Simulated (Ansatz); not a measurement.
```yaml
crystal:
  periodic: [false, false, false]
  atoms:
    - {symbol: C, position_ang: [0.548001, 2.005631, -0.681351]}
    - {symbol: Si, position_ang: [-0.416875, 0.418274, -0.851619]}
    - {symbol: N, position_ang: [0.330677, -0.910909, -0.035372]}
    - {symbol: Si, position_ang: [-0.254705, -1.802552, 1.318643]}
    - {symbol: H, position_ang: [0.048785, 2.818685, -1.215852]}
    - {symbol: H, position_ang: [0.644664, 2.292387, 0.368417]}
    - {symbol: H, position_ang: [1.553205, 1.899693, -1.098169]}
    - {symbol: H, position_ang: [-0.565391, 0.112123, -2.303696]}
    - {symbol: H, position_ang: [-1.769177, 0.566779, -0.250928]}
    - {symbol: H, position_ang: [1.189559, -1.253438, -0.443131]}
    - {symbol: H, position_ang: [-1.238649, -0.954575, 2.037765]}
    - {symbol: H, position_ang: [0.874340, -2.146092, 2.226011]}
    - {symbol: H, position_ang: [-0.924132, -3.080705, 0.944081]}
basis:
  gaussian: {orbitals: def2-TZVPD}
hamiltonian: {xc: {name: HF}}
correlation: {method: mp2, frozen_orbitals: {C: 0}}
output: {forces: true}
```

```sh
$ ansatz run in.yaml --threads 4 --pin off --events-out ev --progress --plain --max-ram 10444MiB
```

It prints (some lines left out):

```
Functional definition: HF
Error: "frozen_orbitals" has no count for Si
```

Task: What is wrong with this run?

Result: Frozen orbitals are typed for one element alone, and the program wants a count for each. The program refused the input.
